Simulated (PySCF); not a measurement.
Frontier levels across methods

C₃H₉NSi.
Numbering: `[CH3:1][C:2]([CH3:3])=[N:4][SiH3:5]` (hydrogens: H6, H7, H8 on C1; H9, H10, H11 on C3; H12, H13, H14 on Si5)

Geometry (PBE0-D3(BJ)/def2-SVP, Å), atoms numbered from 1 in this order:
```
atom  x, y, z in Å
C1    -0.8504   -1.1297    0.6762
C2    -0.4134    0.2905    0.4124
C3    -1.4749    1.3314    0.6522
N4     0.7366    0.6507    0.0147
Si5    2.1993   -0.2017   -0.3714
H6    -1.3078   -1.2148    1.6747
H7    -1.6282   -1.4186   -0.0500
H8    -0.0191   -1.8421    0.6000
H9    -2.3900    1.0964    0.0847
H10   -1.7585    1.3470    1.7178
H11   -1.1018    2.3208    0.3617
H12    2.5017    0.0546   -1.8108
H13    2.1989   -1.6918   -0.1601
H14    3.2931    0.3751    0.4644
```

Basis pcSseg-1 throughout (PySCF), one geometry. Isolated species at its PBE0-D3(BJ)/def2-SVP geometry, gas phase.

**Question.** How do the orbital energies, the gap and the dipole change with the method?

**Answer.** 
```tsv
method	kind	HOMO (eV)	LUMO (eV)	gap (eV)	μ (D)	SCF cycles
B97-2	global hybrid	-6.51	-0.53	5.98	2.39	13
PBE0	global hybrid	-6.77	-0.46	6.30	2.40	13
mPW1PW91	global hybrid	-6.80	-0.48	6.32	2.40	13
BHandHLYP	global hybrid	-8.07	0.74	8.81	2.47	12
CAM-B3LYP	range-separated hybrid	-8.13	0.75	8.88	2.40	12
wB97X-D	range-separated hybrid	-8.65	1.36	10.00	2.45	13
LC-wPBE	range-separated hybrid	-9.49	1.87	11.36	2.47	14
```

The HOMO spans 2.98 eV, from B97-2 down to LC-wPBE, and the gap runs from 5.98 eV (B97-2) to 11.36 eV (LC-wPBE). Over the methods B97-2 (21 %), PBE0 (25 %), mPW1PW91 (25 %), BHandHLYP (50 %), a straight line through the gap against the share of exact exchange rises by 0.99 eV for each 10 % (correlation coefficient 1.000). The dipole ranges from 2.39 D (B97-2) to 2.47 D (LC-wPBE). This basis has no diffuse functions.
